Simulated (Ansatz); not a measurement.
Species: GeH₃ (charge +1, singlet). SMILES of the parent species: [GeH3]

Atoms: Ge1, H2, H3, H4. Bonds: Ge1-H2, Ge1-H3, Ge1-H4.

Bond lengths (Å) and angles (degrees) optimised at HF/STO-3G with Ansatz (a quantum-chemistry and plane-wave program); HF/6-31G* with LANL2DZ past Ar with Ansatz; PBE/6-31G* with LANL2DZ past Ar with Ansatz, each started from the B3LYP-D3(BJ)/def2-TZVP structure (Ansatz) of the last column. A row stands for all coordinates that are equal there. 6-31G* holds six Cartesian d functions. No wavenumbers were computed at HF/STO-3G, PBE/6-31G* with LANL2DZ past Ar, so these may be saddle points.

```tsv
coordinate	HF/STO-3G	HF/6-31G* with LANL2DZ past Ar	PBE/6-31G* with LANL2DZ past Ar	B3LYP-D3(BJ)/def2-TZVP
Ge1-H2	1.449	1.515	1.548	1.524
H2-Ge1-H3	120.0	120.0	120.0	120.0
```

Mean signed difference of all 3 bond lengths from B3LYP-D3(BJ)/def2-TZVP: HF/STO-3G -0.076 Å, HF/6-31G* with LANL2DZ past Ar -0.009 Å, PBE/6-31G* with LANL2DZ past Ar 0.024 Å.
